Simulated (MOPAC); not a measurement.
MOPAC input (MNDO):

```
MNDO 1SCF CHARGE=-1 GEO-OK AUX(PRECISION=9) THREADS=1
C2H8GeN

C    -1.94985600 1   -0.12542300 1    0.30106400 1
N    -0.75538600 1    0.59690800 1   -0.03974400 1
C    -0.56333500 1    1.70354600 1    0.85705100 1
Ge    0.80361100 1   -0.58274700 1   -0.36928100 1
H    -2.84760100 1    0.51560400 1    0.22516100 1
H    -1.95038300 1   -0.53277700 1    1.33774500 1
H    -2.08435400 1   -0.97332900 1   -0.37640300 1
H    -0.42618000 1    1.39392100 1    1.91613000 1
H    -1.42910300 1    2.39478300 1    0.83855700 1
H     0.32643400 1    2.26680800 1    0.57212000 1
H     1.23653400 1   -0.72562100 1    1.21300600 1
H     1.82596200 1    0.66143800 1   -0.57982000 1
```

From the output:

```
                                                       MOPAC v23.2.5 Linux

          FINAL HEAT OF FORMATION =         20.80452 KCAL/MOL =      87.04611 KJ/MOL

          COSMO AREA              =        129.60 SQUARE ANGSTROMS
          COSMO VOLUME            =        123.25 CUBIC ANGSTROMS

          IONIZATION POTENTIAL    =          1.300586 EV
          HOMO LUMO ENERGIES (EV) =         -1.301  7.649
          NO. OF FILLED LEVELS    =         13
          MOLECULAR WEIGHT        =        118.6819         POINT GROUP:  C1

          MOLECULAR DIMENSIONS (Angstroms)

            Atom       Atom       Distance
            H    12    H     5     4.74462
            H     9    H     7     3.59930
            H     5    H    11     2.04685

          SCF CALCULATIONS        =          1

   ATOM   CHEMICAL          X               Y               Z
  NUMBER   SYMBOL      (ANGSTROMS)     (ANGSTROMS)     (ANGSTROMS)

     1       C         -1.94985600  *  -0.12542300  *   0.30106400  *
     2       N         -0.75538600  *   0.59690800  *  -0.03974400  *
     3       C         -0.56333500  *   1.70354600  *   0.85705100  *
     4      Ge          0.80361100  *  -0.58274700  *  -0.36928100  *
     5       H         -2.84760100  *   0.51560400  *   0.22516100  *
     6       H         -1.95038300  *  -0.53277700  *   1.33774500  *
     7       H         -2.08435400  *  -0.97332900  *  -0.37640300  *
     8       H         -0.42618000  *   1.39392100  *   1.91613000  *
     9       H         -1.42910300  *   2.39478300  *   0.83855700  *
    10       H          0.32643400  *   2.26680800  *   0.57212000  *
    11       H          1.23653400  *  -0.72562100  *   1.21300600  *
    12       H          1.82596200  *   0.66143800  *  -0.57982000  *

                             CARTESIAN COORDINATES

   1    C       -1.949856000    -0.125423000     0.301064000
   2    N       -0.755386000     0.596908000    -0.039744000
   3    C       -0.563335000     1.703546000     0.857051000
   4   Ge        0.803611000    -0.582747000    -0.369281000
   5    H       -2.847601000     0.515604000     0.225161000
   6    H       -1.950383000    -0.532777000     1.337745000
   7    H       -2.084354000    -0.973329000    -0.376403000
   8    H       -0.426180000     1.393921000     1.916130000
   9    H       -1.429103000     2.394783000     0.838557000
  10    H        0.326434000     2.266808000     0.572120000
  11    H        1.236534000    -0.725621000     1.213006000
  12    H        1.825962000     0.661438000    -0.579820000

           Empirical Formula: C2 H8 N Ge  =    12 atoms

      MOLECULAR POINT GROUP   :   C1

                  EIGENVALUES
 -33.06520 -24.91242 -18.60993 -11.64070 -10.91922 -10.71203  -9.14080  -8.45793
  -7.91713  -6.65061  -4.94882  -4.22022  -1.30059   7.64898   7.79933   8.48259
   8.50618   8.72970   8.91915   9.16421   9.59216   9.82326  10.78117  11.73487

              NET ATOMIC CHARGES AND DIPOLE CONTRIBUTIONS

  ATOM NO.   TYPE          CHARGE      No. of ELECS.   s-Pop       p-Pop
    1          C           0.206801        3.7932     1.20294     2.59026
    2          N          -0.655159        5.6552     1.66132     3.99384
    3          C           0.203175        3.7968     1.20291     2.59392
    4         Ge           0.686957        3.3130     1.45684     1.85620
    5          H          -0.075501        1.0755     1.07550
    6          H          -0.085797        1.0858     1.08580
    7          H          -0.032980        1.0330     1.03298
    8          H          -0.077639        1.0776     1.07764
    9          H          -0.076127        1.0761     1.07613
   10          H          -0.023084        1.0231     1.02308
   11          H          -0.543097        1.5431     1.54310
   12          H          -0.527548        1.5275     1.52755
 DIPOLE           X         Y         Z       TOTAL
 POINT-CHG.    -2.006    -3.909    -3.645     5.709
 HYBRID         0.083     3.481     3.500     4.937
 SUM           -1.923    -0.428    -0.146     1.975

          ATOMIC ORBITAL ELECTRON POPULATIONS

     Atom    s        px        py        pz
    1  C   1.20294   0.87119   0.86510   0.85397
    2  N   1.66132   1.24130   1.24972   1.50282
    3  C   1.20291   0.86540   0.87815   0.85037
    4 Ge   1.45684   0.38505   0.80304   0.66811
    5  H   1.07550
    6  H   1.08580
    7  H   1.03298
    8  H   1.07764
    9  H   1.07613
   10  H   1.02308
   11  H   1.54310
   12  H   1.52755

 **********************
 *                    *
 * JOB ENDED NORMALLY *
 *                    *
 **********************

 == MOPAC DONE ==
```

The dipole moment of an ion depends on the origin.

The geometry given is a B3LYP-D3(BJ)/def2-TZVP minimum.
